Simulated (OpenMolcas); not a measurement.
A calculation on Nb II.

```yaml
Program: OpenMolcas 26.06
Method: "MS-CASPT2, IPEA 0.25 Eh, imaginary shift 0.1 Eh (closed shells correlated: 4s 4p)"
Basis: ANO-RCC-VTZP [7s6p4d2f1g]
Scalar_Hamiltonian: DKH2, point nucleus
Active_space: 4 electrons in 5 orbitals (4d)
State_averaging: 2S+1 = 5 even, 5 roots; 2S+1 = 3 even, 45 roots; 2S+1 = 1 even, 50 roots (49 in the spin-orbit step)
Spin-orbit_coupling: RASSI with atomic mean-field integrals over the reference wave functions, term energies averaged over their components
```

Which level of the active space comes out lowest?

4d4 5D0, with 98 % of that term; it is also the measured ground level.

How high does 4d4 5D2 lie?

430 cm-1 above the lowest level; measured 438 cm-1 above the ground level, so the calculation is off by -2 %.

How high does 4d4 5D3 lie?

795 cm-1 above the lowest level; measured 801 cm-1 above the ground level, so the calculation is off by -1 %.

How high does 4d4 3F3(1) lie?

11480 cm-1 above the lowest level.

The level at 10670 cm-1 has J = 4. What is it made of, and what is its g factor?

90 % 4d4 3H4, 5 % 4d4 3G, 4 % 4d4 3F(1); g = 0.833, against 0.800 from Landé's formula for the pure leading term.

Measured values: NIST Handbook of Basic Atomic Spectroscopic Data.

CASPT2 breaks the degeneracy within a term, and the mean is taken; among the terms shown or strongly mixed into the levels shown the widest spread is 660 cm-1 (4d4 3H). Some high roots are left out of the spin-orbit mixing, which shifts the levels that they would mix with. Configurations with an s electron lie low at this charge and mix in, so terms can be misplaced. The CASPT2 spread within a term exceeds the gap to the next term for 4d4 3H and 4d4 3F(1), so the order of their levels is uncertain, and so are names and mixing where such terms share a J. Computed and measured levels are paired by configuration, term and J; levels that our copy of the source lacks, or whose pairing is in doubt (as where it misses far off the trend of its configuration), stay unpaired and out of the deviations. Levels of configurations outside the active space are missing.

A number in round brackets counts repeated terms of one configuration in the order of the reference energies.
